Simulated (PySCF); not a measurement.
## UHF on Sc²⁺ (scandium, charge +2)

Configuration: [Ar] 3d1, 2D determinant. All numbers are calculated (PySCF 2.14, the non-relativistic Hamiltonian (point nucleus), in def2-TZVP (6s4p4d1f, 45 functions)).

```
Total energy                                                  : -759.080183 hartree
One-electron energy                                           : -1028.6667 hartree
Hartree (Coulomb) energy                                      : 307.3960 hartree
Exchange energy                                               : -37.8095 hartree
Kinetic energy                                                : 759.08795 hartree
⟨S²⟩                                                          : 0.7511
⟨L²⟩                                                          : 6.013
Sum of ⟨r⟩                                                    : 13.40 bohr
Sum of ⟨r²⟩                                                   : 16.28 bohr²
Traceless quadrupole moment −½Σ⟨3z² − r²⟩ along its main axis : 0.824 e·bohr²
Density at the nucleus (Gaussians lack the cusp)              : 6010 bohr⁻³
Spin density at the nucleus                                   : -0.134 bohr⁻³
Langevin diamagnetic susceptibility                           : -12.9 ×10⁻⁶ cm³/mol
Time after the integrals                                      : 0.27 s of wall time on 1 thread of Intel(R) Xeon(R) Platinum 8375C CPU @ 2.90GHz (shared host)
```

| shell | electrons | mean orbital energy (eV) | spread (eV) | rms radius, mean of both spins (bohr) |
| --- | --- | --- | --- | --- |
| 1s β | 1 | -4529.7 | 0 | 0.0852 |
| 1s α | 1 | -4529.7 | 0 | 0.0852 |
| 2s α | 1 | -534.55 | 0 | 0.373 |
| 2s β | 1 | -534.17 | 0 | 0.373 |
| 2p α | 3 | -441.78 | 0.078 | 0.341 |
| 2p β | 3 | -441.40 | 0.548 | 0.341 |
| 3s α | 1 | -85.609 | 0 | 1.16 |
| 3s β | 1 | -84.031 | 0 | 1.16 |
| 3p α | 3 | -58.949 | 1.040 | 1.27 |
| 3p β | 3 | -56.956 | 1.623 | 1.27 |
| 3d α | 1 | -24.722 | 0 | 1.73 |
